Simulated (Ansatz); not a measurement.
Species: CNO (charge 0, doublet). SMILES: [N]=C=O
Geometry from a B3LYP-D3(BJ)/def2-TZVP (Ansatz, a program for electronic structure) optimisation:
```
C
O 1 1.1754
N 1 1.2216 2 180.00
```
Charge 0, spin multiplicity 2.

Property: enthalpy of formation at 298 K, in kcal/mol. Terms: no spin-orbit coupling; 6-31G* and kin with 6d, 5d where marked; 6-311+G** with 5d; non-relativistic; UHF or UKS for open shells; frozen cores in correlated levels; LANL2DZ all-electron up to Ne. CBS(X,Y): correlation extrapolated as X^-3; Hartree-Fock from the larger set. First-principles rows: single points at B3LYP-D3(BJ) geometries (Ansatz), with unscaled harmonic terms from B3LYP/6-31G* at its own minima, enthalpies of formation by atomisation with measured atoms. A UHF reference is markedly spin-contaminated in at least one set, which strains HF and MP2.

Measured values: Active Thermochemical Tables 1.112 (ions: stationary electron), as tabulated in the package chemicals; they hold spin-orbit and core effects, anharmonicity. 

Value to compare with, the measured value: 30.4 kcal/mol.

```json
[
 {"level": "MP2/STO-3G", "program": "Ansatz", "enthalpy of formation at 298 K (kcal/mol)": "144.3", "error": "113.9"},
 {"level": "MP2/3-21G", "program": "Ansatz", "enthalpy of formation at 298 K (kcal/mol)": "106.8", "error": "76.4"},
 {"level": "MP2/LANL2DZ", "program": "Ansatz", "enthalpy of formation at 298 K (kcal/mol)": "123.9", "error": "93.5"},
 {"level": "MP2/6-31G*", "program": "Ansatz", "enthalpy of formation at 298 K (kcal/mol)": "50.7", "error": "20.3"},
 {"level": "MP2/6-311+G**", "program": "Ansatz", "enthalpy of formation at 298 K (kcal/mol)": "48.5", "error": "18.1"},
 {"level": "CCSD(T)/CBS(cc-pVTZ,cc-pVQZ)", "program": "Ansatz", "enthalpy of formation at 298 K (kcal/mol)": "32.7", "error": "2.3"}
]
```

Among the 5 habitual levels, MP2/STO-3G lies farthest from the measured value (113.9 kcal/mol) and MP2/6-311+G** nearest (18.1); 5 of 5 lie above it, and their mean absolute error is 64.4 kcal/mol, the median 76.4. One case shows no general order.

The sets are all those run for this method; runs whose electronic state is in doubt are left out.
